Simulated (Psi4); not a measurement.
H₃B, singlet, geometry from GFN2-xTB. Base run: CCSD(T)/def2-SVP (Psi4).

The Psi4 input:
```
memory 2 GB

molecule mol {
0 1
  B     0.000000    0.000000   -0.000000
  H    -1.135864   -0.056950   -0.250068
  H     0.422067   -0.569597    0.923787
  H     0.713797    0.626546   -0.673719
}

set basis def2-svp
set reference rhf

energy('ccsd(t)')
print_variables()
```

Each row names what was changed in the base input (with any setting that the change needs).

```
change                          ΔE vs base (mEh)  MP2 correlation (Eh)  CC correlation without the perturbative part (Eh)  basis functions
------------------------------  ----------------  --------------------  -------------------------------------------------  ---------------
base                                       0.000              -0.09438                                           -0.11717               29
method = ccsd                              1.534              -0.09438                                           -0.11717               29
cc_type = df                              -0.051              -0.09429                                           -0.11721               29
method = fno-ccsd(t)                       0.000              -0.09438                                           -0.11717               29
method = dlpno-mp2                        24.408              -0.09429                                                  -               29
method = mp2.5                            14.984              -0.09429                                                  -               29
method = omp2                             24.192              -0.09429                                                  -               29
scf_type = pk; mp2_type = conv             0.000              -0.09438                                           -0.11717               29
method = mp4                               1.125              -0.09438                                                  -               29
method = cepa(1)                           0.817              -0.09438                                                  -               29
```
